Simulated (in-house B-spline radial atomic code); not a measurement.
Inner levels of technetium as electrons are removed. A shift is the extra binding of the orbital against the neutral atom ([Kr] 4d5 5s2). The density at the nucleus is averaged over the nuclear charge. Computed with a B-spline radial code for spherical atoms: Dirac-Hartree-Fock, average of the configuration, finite nuclei.

```json
{"ion": "Tc21+", "configuration": "[Ar] 3d4", "shift of 1s1/2 (eV)": "780.1", "radius of 1s1/2 (bohr)": "0.034274", "Σ<r²> (bohr²)": "2.1042", "change of density at nucleus (bohr⁻³)": "54.483"}
{"ion": "Tc22+", "configuration": "[Ar] 3d3", "shift of 1s1/2 (eV)": "859.89", "radius of 1s1/2 (bohr)": "0.034275", "Σ<r²> (bohr²)": "1.9183", "change of density at nucleus (bohr⁻³)": "113.59"}
{"ion": "Tc23+", "configuration": "[Ar] 3d2", "shift of 1s1/2 (eV)": "942.08", "radius of 1s1/2 (bohr)": "0.034275", "Σ<r²> (bohr²)": "1.7433", "change of density at nucleus (bohr⁻³)": "175.3"}
{"ion": "Tc24+", "configuration": "[Ar] 3d1", "shift of 1s1/2 (eV)": "1026.66", "radius of 1s1/2 (bohr)": "0.034276", "Σ<r²> (bohr²)": "1.5783", "change of density at nucleus (bohr⁻³)": "239.6"}
{"ion": "Tc25+", "configuration": "[Ne] 3s2 3p6", "shift of 1s1/2 (eV)": "1113.63", "radius of 1s1/2 (bohr)": "0.034277", "Σ<r²> (bohr²)": "1.4226", "change of density at nucleus (bohr⁻³)": "306.51"}
{"ion": "Tc26+", "configuration": "[Ne] 3s2 3p5", "shift of 1s1/2 (eV)": "1205.07", "radius of 1s1/2 (bohr)": "0.034273", "Σ<r²> (bohr²)": "1.248", "change of density at nucleus (bohr⁻³)": "378.6"}
{"ion": "Tc27+", "configuration": "[Ne] 3s2 3p4", "shift of 1s1/2 (eV)": "1298.38", "radius of 1s1/2 (bohr)": "0.034267", "Σ<r²> (bohr²)": "1.0796", "change of density at nucleus (bohr⁻³)": "452.57"}
{"ion": "Tc28+", "configuration": "[Ne] 3s2 3p3", "shift of 1s1/2 (eV)": "1393.53", "radius of 1s1/2 (bohr)": "0.034262", "Σ<r²> (bohr²)": "0.91737", "change of density at nucleus (bohr⁻³)": "528.44"}
{"ion": "Tc29+", "configuration": "[Ne] 3s2 3p2", "shift of 1s1/2 (eV)": "1490.54", "radius of 1s1/2 (bohr)": "0.034257", "Σ<r²> (bohr²)": "0.76087", "change of density at nucleus (bohr⁻³)": "606.21"}
{"ion": "Tc30+", "configuration": "[Ne] 3s2 3p1", "shift of 1s1/2 (eV)": "1589.4", "radius of 1s1/2 (bohr)": "0.034251", "Σ<r²> (bohr²)": "0.60989", "change of density at nucleus (bohr⁻³)": "685.86"}
{"ion": "Tc31+", "configuration": "[Ne] 3s2", "shift of 1s1/2 (eV)": "1690.1", "radius of 1s1/2 (bohr)": "0.034245", "Σ<r²> (bohr²)": "0.46417", "change of density at nucleus (bohr⁻³)": "767.41"}
{"ion": "Tc32+", "configuration": "[Ne] 3s1", "shift of 1s1/2 (eV)": "1786.56", "radius of 1s1/2 (bohr)": "0.034243", "Σ<r²> (bohr²)": "0.31549", "change of density at nucleus (bohr⁻³)": "-380.96"}
{"ion": "Tc33+", "configuration": "[He] 2s2 2p6", "shift of 1s1/2 (eV)": "1884.5", "radius of 1s1/2 (bohr)": "0.03424", "Σ<r²> (bohr²)": "0.17112", "change of density at nucleus (bohr⁻³)": "-1572.35"}
{"ion": "Tc34+", "configuration": "[He] 2s2 2p5", "shift of 1s1/2 (eV)": "2127.51", "radius of 1s1/2 (bohr)": "0.03421", "Σ<r²> (bohr²)": "0.14848", "change of density at nucleus (bohr⁻³)": "-1351.59"}
{"ion": "Tc35+", "configuration": "[He] 2s2 2p4", "shift of 1s1/2 (eV)": "2374.92", "radius of 1s1/2 (bohr)": "0.034179", "Σ<r²> (bohr²)": "0.12681", "change of density at nucleus (bohr⁻³)": "-1126.33"}
{"ion": "Tc36+", "configuration": "[He] 2s2 2p3", "shift of 1s1/2 (eV)": "2626.73", "radius of 1s1/2 (bohr)": "0.034147", "Σ<r²> (bohr²)": "0.10606", "change of density at nucleus (bohr⁻³)": "-896.59"}
{"ion": "Tc37+", "configuration": "[He] 2s2 2p2", "shift of 1s1/2 (eV)": "2882.93", "radius of 1s1/2 (bohr)": "0.034114", "Σ<r²> (bohr²)": "0.086175", "change of density at nucleus (bohr⁻³)": "-662.39"}
{"ion": "Tc38+", "configuration": "[He] 2s2 2p1", "shift of 1s1/2 (eV)": "3143.51", "radius of 1s1/2 (bohr)": "0.03408", "Σ<r²> (bohr²)": "0.067118", "change of density at nucleus (bohr⁻³)": "-423.76"}
{"ion": "Tc39+", "configuration": "[He] 2s2", "shift of 1s1/2 (eV)": "3408.46", "radius of 1s1/2 (bohr)": "0.034044", "Σ<r²> (bohr²)": "0.048847", "change of density at nucleus (bohr⁻³)": "-180.72"}
{"ion": "Tc40+", "configuration": "[He] 2s1", "shift of 1s1/2 (eV)": "3641.77", "radius of 1s1/2 (bohr)": "0.03404", "Σ<r²> (bohr²)": "0.025663", "change of density at nucleus (bohr⁻³)": "-5464.59"}
{"ion": "Tc41+", "configuration": "1s2", "shift of 1s1/2 (eV)": "3877.9", "radius of 1s1/2 (bohr)": "0.034021", "Σ<r²> (bohr²)": "0.0031166", "change of density at nucleus (bohr⁻³)": "-10914.8"}
{"ion": "Tc42+", "configuration": "1s1", "shift of 1s1/2 (eV)": "4632.53", "radius of 1s1/2 (bohr)": "0.03371", "Σ<r²> (bohr²)": "0.0015284", "change of density at nucleus (bohr⁻³)": "-53269.2"}
```
